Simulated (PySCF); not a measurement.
## Nonlinear optical response: `C(/C#N)=C\C=C\[O-]`, [C5H4NO]-, charge -1

Geometry:
| atom | x (Å) | y (Å) | z (Å) |
| --- | --- | --- | --- |
| N1 | 3.451 | 1.670 | 0.713 |
| C2 | 2.478 | 1.023 | 0.633 |
| C3 | 1.324 | 0.225 | 0.547 |
| C4 | 0.125 | 0.664 | 0.002 |
| C5 | -1.073 | -0.035 | -0.135 |
| C6 | -2.221 | 0.561 | -0.720 |
| O7 | -3.332 | 0.065 | -0.902 |
| H8 | 1.404 | -0.794 | 0.939 |
| H9 | 0.114 | 1.699 | -0.373 |
| H10 | -1.157 | -1.073 | 0.210 |
| H11 | -2.033 | 1.632 | -1.044 |

Total charge -1.

Theory: PySCF, quadratic response CAM-B3LYP/def2-TZVPD first hyperpolarisability, Taylor convention, gas phase. Geometry: PBE0-D3(BJ)/def2-SVP.

For a gas-phase anion, states above the detachment energy (about 2.4 eV, taken as minus the energy of the highest occupied orbital) lie in the continuum and depend on the basis.

(1) What is the first hyperpolarisability, and how does it disperse?

(2) Which lowest excitations and polarisabilities go with it?

Results:

(1) In au, Taylor convention; the vector part is βᵢ = ⅓ Σⱼ (βᵢⱼⱼ + βⱼᵢⱼ + βⱼⱼᵢ):
| process | λ (nm) | β vector norm | β HRS | depolarisation ratio |
| --- | --- | --- | --- | --- |
| static β(0;0,0) | ∞ | 455.5 | 268.8 | 2.51 |
| second harmonic β(−2ω;ω,ω) | 1907 | 491.5 | 290.5 | 2.54 |
| Pockels β(−ω;ω,0) | 1907 | 466.9 | – | – |
| second harmonic β(−2ω;ω,ω) | 1064 | 598.4 | 354.6 | 2.61 |
| Pockels β(−ω;ω,0) | 1064 | 494.3 | – | – |

(2) S1 4.00 eV (f = 0.000); S2 4.28 eV (f = 0.001); S3 4.35 eV (f = 0.902); isotropic α 103.2 au static, 104.2 au at 1907 nm, 106.6 au at 1064 nm, 107.5 au at 953.5 nm, 120.4 au at 532 nm.
